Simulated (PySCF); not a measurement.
C7H13 (doublet state).
Cartesian coordinates in Å at the GFN2-xTB level; atoms count from 1:
```xyz
20
C7H13 angstrom
C      1.813   -0.285   -1.088
C      1.377    0.426    0.128
C      2.455    0.319    1.229
C      0.055   -0.151    0.661
C     -1.085    0.046   -0.342
C     -2.352   -0.581    0.140
C     -3.469    0.080    0.383
H      1.815   -1.358   -1.106
H      2.254    0.238   -1.914
H      1.234    1.489   -0.099
H      2.132    0.850    2.121
H      3.391    0.752    0.884
H      2.629   -0.723    1.483
H      0.185   -1.217    0.859
H     -0.205    0.338    1.603
H     -0.787   -0.412   -1.291
H     -1.241    1.112   -0.516
H     -2.308   -1.651    0.300
H     -4.362   -0.409    0.734
H     -3.538    1.146    0.233
```

The hyperfine couplings belong to this conformer and change with its torsions.

The species is `[CH2][C@H](C)CCC=C` [radical].

Level of theory: UKS B3LYP, pcH-1 on C H, non-relativistic, mean-field spin-orbit, GIAO (PySCF 2.14.0). The structure is a single GFN2-xTB conformer in the gas phase; no vibrational or solvent corrections. The geometry wasn't refined by DFT: couplings that depend on bond lengths, twists or pyramidal angles can differ widely from those at the functional's own minimum. Stability of the SCF solution: not tested.

(1) Break the g tensor into its mass correction, gauge correction and orbital-Zeeman/spin–orbit terms.

(2) What are the electron Larmor frequencies g μB B/h along the three axes at 350 mT?

(3) How much does each term add to the isotropic shift?

(4) In a frozen sample, at which fields do the three g values resonate at 9.5, 34, 94 and 263 GHz (hyperfine left aside), and which band first spreads them over more than twice a line width of 1.0 mT?

## Answers

(1) 
```csv
Δg (ppm),1,2,3
relativistic mass correction,-144,-144,-144
gauge correction,7,44,31
orbital Zeeman/spin–orbit,-27,510,636
total,-163,410,523
```

So g = 2.00216, 2.00273, 2.00284 and g_iso = 2.00258; the tensor is rhombic: the two nearest values differ by 16 % of g3 − g1. Axes: g2 points within 8° of the C1–C2 bond.

(2) 9.8079, 9.8107, 9.8113 GHz for g1, g2 and g3, a range of 3.4 MHz.

(3) The orbital-Zeeman/spin–orbit term 373, the mass correction -144 and the gauge correction 27 ppm, for a total of 257 ppm. The orbital-Zeeman/spin–orbit term is the largest in size. The mass correction is the same along every axis, so the anisotropy comes from the other two: their spans along these axes are 37 (gauge) and 662 ppm (orbital Zeeman/spin–orbit).

(4) 
| band | GHz | B(g3) mT | B(g2) mT | B(g1) mT | spread mT |
| --- | --- | --- | --- | --- | --- |
| X | 9.5 | 338.90 | 338.91 | 339.01 | 0.12 |
| Q | 34.0 | 1212.89 | 1212.96 | 1213.30 | 0.42 |
| W | 94.0 | 3353.28 | 3353.47 | 3354.43 | 1.15 |
| J | 263.0 | 9382.04 | 9382.57 | 9385.26 | 3.21 |

The spread grows in proportion to the frequency. J band is the first where it exceeds 2.0 mT.

The Mulliken spin populations are largest on C1 (+1.08) and C2 (-0.08). No atom but C1 exceeds +0.15. The angles at C1 add up to 359.5°, so it is planar; its axial dipolar tensor and the negative couplings of its protons fit spin in a p orbital normal to that plane.

The HOMO–LUMO gaps are 5.99 eV among the α and 5.45 eV among the β orbitals.
